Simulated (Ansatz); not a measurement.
BCOF₃⁺ (relaxed from a model of B(CO)F3, whose bonding it doesn't keep). Total charge 1; doublet. Geometry r2SCAN-D4/def2-SVP, that of the neutral singlet; atoms count from 1.

Cartesian coordinates in Å:
```
B -0.131 0.801 0.669
C 0.200 -1.223 -1.023
O 0.341 -2.084 -1.742
F 0.403 1.656 -0.178
F 0.624 0.223 1.582
F -1.437 0.627 0.692
```

In the doublet geometry the species has come apart into loosely held pieces.

Q: Estimate the Mulliken populations from the PBE0/def2-TZVP orbitals of Ansatz.

A: 
```csv
atom,charge (e),spin (α − β)
B1,0.54,-0.04
C2,0.41,0.61
O3,0.20,-0.03
F4,-0.05,0.15
F5,-0.05,0.16
F6,-0.05,0.16
```
Mulliken values depend strongly on the basis.

Q: Where does the spin sit?

A: Summed by element: B -0.04, C 0.61, O -0.03, F 0.47, of 1 unpaired in all. Largest on single atoms: C2 0.61, F6 0.16, F5 0.16.

Q: And the Mayer bond orders between heavy atoms (over 0.3)?

A: B1–F4 1.25 (1.32 Å); B1–F5 1.25 (1.32 Å); B1–F6 1.25 (1.32 Å); C2–O3 2.62 (1.13 Å).
